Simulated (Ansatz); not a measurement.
Geometry optimisation, Ansatz, RKS B3LYP-D4/def2-SVP.

input.yaml

```yaml
crystal:
  periodic: [false, false, false]
  atoms:
    - { symbol: S, position_ang: [-1.5386, -0.4217, 1.4626] }
    - { symbol: C, position_ang: [-0.8142, 0.3273, -0.0385] }
    - { symbol: "N", position_ang: [0.3975, 0.9514, 0.2359] }
    - { symbol: Ge, position_ang: [0.7206, -0.7041, -0.7065] }
    - { symbol: H, position_ang: [-0.3768, -0.685, 2.0927] }
    - { symbol: H, position_ang: [-1.4379, 0.8804, -0.7859] }
    - { symbol: H, position_ang: [0.6163, 1.7123, -0.4464] }
    - { symbol: H, position_ang: [1.3355, -1.7276, 0.2491] }
    - { symbol: H, position_ang: [1.1861, -0.3793, -2.08] }
basis:
  gaussian: { orbitals: def2-SVP }
hamiltonian:
  xc: b3lyp
  dispersion: d4
relax:
  f_tol: 0.02
  max_steps: 50
```

Run as:

```bash
$ ansatz run input.yaml --threads 2 --pin off --max-ram 3072MiB --backend cpu --events-out ev --progress --plain --runs-dir out
```

Problem. Where does it end, and by what steps?

Solution. The run converged. After 11 steps the energy has fallen by 0.440 eV; H8 moved furthest, 0.38 Å.

| step | energy less start (eV) | largest force component (eV/Å) | accepted |
| --- | --- | --- | --- |
| 0 | 0.0000 | 2.362 | yes |
| 1 | -0.3427 | 0.771 | yes |
| 2 | -0.3991 | 0.405 | yes |
| 3 | -0.4159 | 0.296 | yes |
| 4 | -0.4317 | 0.161 | yes |
| 5 | -0.4360 | 0.078 | yes |
| 6 | -0.4340 | 0.242 | no |
| 7 | -0.4382 | 0.040 | yes |
| 8 | -0.4378 | 0.159 | no |
| 9 | -0.4392 | 0.035 | yes |
| 10 | -0.4394 | 0.029 | yes |
| 11 | -0.4395 | 0.015 | yes |

```xyz
9
Properties=species:S:1:pos:R:3
S -1.729 -0.229 1.460
C -0.742 0.244 0.009
N 0.535 0.891 0.225
Ge 0.788 -0.692 -0.774
H -0.666 -0.518 2.245
H -1.438 0.678 -0.727
H 0.629 1.825 -0.175
H 1.620 -1.723 -0.010
H 1.092 -0.524 -2.270
```

Whether the end is a true minimum wasn't checked by a vibrational analysis.

The run took 14 s on 2 threads of AMD EPYC 9R45 96-Core Processor (Zen 5), on a shared host, peak memory 0.26 GiB.
